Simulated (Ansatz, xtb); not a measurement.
C3HSn: where a starting geometry ends

The starting geometry of this gas-phase doublet was built from a drawn formula by distance geometry and a force field; its bonds are those of `[C]=[C]1[CH]=[Sn]1`.

| atom | x (Å) | y (Å) | z (Å) |
| --- | --- | --- | --- |
| C | -0.5230 | 3.8226 | 2.4152 |
| C | 0.0988 | 2.8378 | 1.8645 |
| C | 1.1123 | 2.3108 | 0.7447 |
| Sn | 0.4473 | 0.9201 | 1.8812 |
| H | 1.7928 | 2.5936 | -0.0722 |

**Question.** Predict what it relaxes into with r2SCAN-D4/def2-SVP.

**Answer.** A new bond forms, giving a structure given below by its coordinates. Distances that change by over a tenth: C2–C3 (1.60 → 1.37 Å), C2–Sn4 (1.95 → 2.23 Å), C3–Sn4 (1.92 → 2.21 Å). Contacts that close: C1–Sn4 (3.11 → 2.39 Å).

The energy falls by 2.56 eV over 13 steps:

| step | E − E(last) (eV) |
| --- | --- |
| 1 | 2.563 |
| 2 | 1.031 |
| 4 | 0.378 |
| 5 | 0.292 |
| 6 | 0.183 |
| 8 | 0.032 |
| 9 | 0.002 |
| 10 | 0.000 |
| 12 | 0.000 |
| 13 | 0.000 |

Final geometry (Å):

```yaml
atoms:
  - { symbol: C, position_ang: [-0.5266, 3.2764, 2.5247] }
  - { symbol: C, position_ang: [0.3293, 3.1539, 1.5306] }
  - { symbol: C, position_ang: [1.1409, 2.4003, 0.7250] }
  - { symbol: Sn, position_ang: [0.1854, 1.0197, 2.1648] }
  - { symbol: H, position_ang: [1.7993, 2.6345, -0.1118] }
```

From the same start GFN2-xTB reaches the same bonding as this run.

The end wasn't checked by frequencies. Open shells are spin-unrestricted. Atoms past krypton carry core potentials, without spin–orbit terms. Run with Ansatz 0.2.0, 99 s on 1 thread of AMD EPYC (Zen 3) (shared host).
